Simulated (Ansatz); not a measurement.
A structure relaxed at r2SCAN-D4/def2-SVP in Ansatz, charge -1, doublet:

Cartesian coordinates in Å:
```
Al 1.492 1.728 1.007
Al 0.606 1.351 -1.718
Al 0.466 -0.580 2.384
Al -1.550 -0.412 -1.853
Al -0.924 -2.047 0.319
As 0.594 1.603 3.135
As -1.079 1.347 -3.298
As -2.737 -2.264 -1.095
As 2.670 2.117 -0.915
As 0.462 -2.841 2.033
```

**Question.** Give its formula.

**Answer.** Al₅As₅⁻.

**Question.** Summarise the bond lengths by kind (pairs closer than 1.2 times the sum of covalent radii, bridged metal pairs left out).

**Answer.** 10 × Al–As 2.29 to 2.34 Å.

The relaxation made no stability test and no search for a lower SCF solution. The structure comes from a short search, and lower isomers may exist.
